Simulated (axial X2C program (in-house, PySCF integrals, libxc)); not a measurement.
Which molecule has these constants?

Calculated with an in-house relativistic program for diatomic molecules, spin-free (one-electron X2C) or two-component (2c: spin–orbit coupling with atomic mean-field Coulomb and Gaunt terms, which also bring small scalar terms), in Dyall basis sets with cores contracted in-house; open shells are unrestricted.

A two-component PBE0 calculation in a Dyall 3-zeta basis gave Re = 2.870 Å, ωe = 132.5 cm⁻¹, De = 0.46 eV, Ω = 0.

Problem. Which molecule is it?
A. NaPt⁺
B. NaNi⁺
C. NaPd⁺

Solution. C. The others have NaNi⁺ 2.940 Å and 144.8 cm⁻¹ (Ω = 3); NaPt⁺ 2.916 Å and 150.9 cm⁻¹ (Ω = 3).

Each entry is the lowest single determinant of a limited PBE0 search at one distance. De goes to single-determinant-based atoms at the same level (for ions the charge split of lowest energy) and is withheld (n/a) where an atom does not fit its ground term or J level. Main or longest-lived isotopes. One determinant is a doubtful description, or other states lie close, for NaNi⁺, NaPt⁺; these need not be ground states, and all values refer to the states named. With several unpaired electrons the Ω given is that of one determinant, not necessarily of the lowest component. The functionals have no current term, which raises determinants with orbital currents. Where the atoms have a lower orbital projection than the molecule, De at mean-field level may be about a tenth of an eV too small.
